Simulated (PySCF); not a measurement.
# Shifts of the heteroatoms

Mapped SMILES: `[F:1][C:2]([F:3])([F:4])[O:5][C:6]([F:7])([F:8])[F:9]`.

Theory: coordinates at the PBE0-D3(BJ)/def2-TZVP level, σ from GIAO-B97-2/pcSseg-2, in PySCF 2.14 (no solvent, single conformer, non-relativistic, fast rotation and ring inversion assumed for equivalent nuclei).

Question: Predict the ¹⁹F NMR data.

Answer: 
| atoms | environment | σ (ppm) | δ (ppm) |
| --- | --- | --- | --- |
| F1/F3/F4/F7/F8/F9 | fluorine of an OCF3 group | 244.5 | -59.2 |

Shieldings were converted by a linear fit to measured shifts: ¹⁹F (scatter 4.2 ppm rms, 5.7 ppm with the 8 outliers that the fit left out vs CFCl3, solution or neat liquid, with a term for F on sp3 carbon). A few per cent of atoms miss by over 2 rms, more outside the fitted compound classes.

On a 300 MHz spectrometer ¹⁹F resonates near 282.3 MHz, so 1 ppm is 282.3 Hz.

Question: What are the ¹⁷O shifts?

Answer: 
```
atoms   environment  σ (ppm)  δ (ppm)
   O5  ether oxygen    146.9    134.9
```

Shieldings were converted by a linear fit to measured shifts: ¹⁷O: δ = 274.03 − 0.947σ (rms 12.2 ppm, 99 shifts vs liquid water, solution or neat liquid). A few per cent of atoms miss by over 2 rms, more outside the fitted compound classes.

On a 600 MHz spectrometer ¹⁷O resonates near 81.3 MHz, so 1 ppm is 81.3 Hz.
